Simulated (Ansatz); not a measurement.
`CBC=O` + `[SH][GeH3]` → `CB[S][GeH3]` + `C=O`  (ligand exchange at a B–C bond)

Gas-phase electronic energies from Ansatz, PBE0-D4/def2-TZVP geometries. CCSD(T)/CBS adds triple-zeta CCSD(T) − MP2 to the extrapolated MP2 energy (def2 sets, frozen cores). This one scheme is used for every species. Functionals use def2-TZVPP. B3LYP here is the variant with VWN-RPA as its local correlation; programs differ in this. For Ge outer-core shells are correlated without core-valence functions, which leaves a few kJ/mol of doubt a bond. Scalar relativity is left out up to krypton. Each species was taken in one conformer, which may not be the lowest.

```tsv
level	ΔE (kJ/mol)
B3LYP-D4	-94.2
r2SCAN	-95.2
```

Problem. What does CCSD(T)/CBS give? (Best estimate.)

Solution. Computed: -99.4 kJ/mol. The listed levels differ from it by 5.2, 4.2 kJ/mol.

Largest T1 diagnostic among the species: 0.016.

In def2-TZVPP, CCSD(T) changes the Hartree–Fock value by −13.5 kJ/mol (the triples alone add −3.2 kJ/mol) and MP2 by −19.8 kJ/mol. The D4 term adds −5.5 kJ/mol with B3LYP and −3.0 kJ/mol with PBE0; it sums over pairs of atoms, weighted by their polarisabilities, and B3LYP, whose exchange is more repulsive, gets the larger term.
